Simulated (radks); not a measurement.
Results of a calculation; reference values are marked as such.
Question: Orbital eigenvalues (eV) of neutral cobalt, [Ar] 3d7 4s2, of relativity; Dirac values are averaged over j with weights 2j + 1. Spin-unpolarised spherical Kohn-Sham, PBEsol, point nucleus unless stated (finite: rms radius 3.7875 fm), a radial shooting solver on a logarithmic mesh with Libxc functionals. A level marked "c x" has the speed of light scaled by that factor and shares open shells by 2j + 1; other Dirac levels either fill j = l - 1/2 first or share by 2j + 1.

| shell | non-rel. |
|---|---|
| 1s | -7508.5 |
| 2s | -882.04 |
| 2p | -766.07 |
| 3s | -99.629 |
| 3p | -64.978 |
| 3d | -8.5357 |
| 4s | -5.3837 |
| 4p (empty) | -1.2800 |

Give the values at the level "Dirac, c x 3".

Answer: 
shell       Dirac, c x 3  change of magnitude (%)
1s               -7516.8                    +0.11
2s               -883.76                    +0.19
2p               -766.42                    +0.05
3s               -99.899                    +0.27
3p               -65.035                    +0.09
3d               -8.5017                    -0.40
4s               -5.3949                    +0.21
4p (empty)       -1.2764                    -0.28
